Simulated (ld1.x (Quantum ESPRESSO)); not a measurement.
**Transferability test, TM potential for silver**

```json
{"Element": "silver (Ag)", "Generator": "ld1.x (Quantum ESPRESSO) 7.5", "Type": "norm-conserving Troullier–Martins (Kleinman–Bylander form)", "Functional": "BP86", "Relativity": "scalar-relativistic", "Frozen core": "[Kr]", "Valence charge": "11", "Reference configuration": "4d10 5s1 5p0", "Partial waves": "5s (bound): rc 2.10 bohr; 5p (bound, empty): rc 3.00 bohr; 4d (bound): rc 1.25 bohr", "Local potential": "all-electron potential smoothed inside 1.85 bohr (lloc = -2)", "Core correction": "Bessel-smoothed model core inside 1.10 bohr"}
```

Energies are relative to the spin-unpolarised reference configuration 4d10 5s1 5p0; without spin polarisation the order of configurations can differ from experiment.

| valence configuration | charge | ΔE all-electron (eV) | error AE − PS (meV) |
| --- | --- | --- | --- |
| 4d10 5s0 5p0 | +1 | 7.901 | -14 |
| 4d9 5s0 5p0 | +2 | 30.119 | -54 |
| 4d8 5s0 5p0 | +3 | 66.397 | -348 |
| 4d7 5s0 5p0 | +4 | 118.184 | -1087 |
| 4d10 5s0.5 5p0 | +0.5 | 3.105 | -2.9 |
| 4d9 5s1 5p0 | +1 | 13.286 | -36 |

(1) What are ΔE and the potential's error for 4d10 5s0 5p1?

Levels in the configuration 4d10 5s0 5p0:

```
level  all-electron (eV)  pseudo (eV)
   4d            -15.753      -15.725
```

## Answers

(1) ΔE = 3.932 eV all-electron; the error (AE − PS) is -3.7 meV.
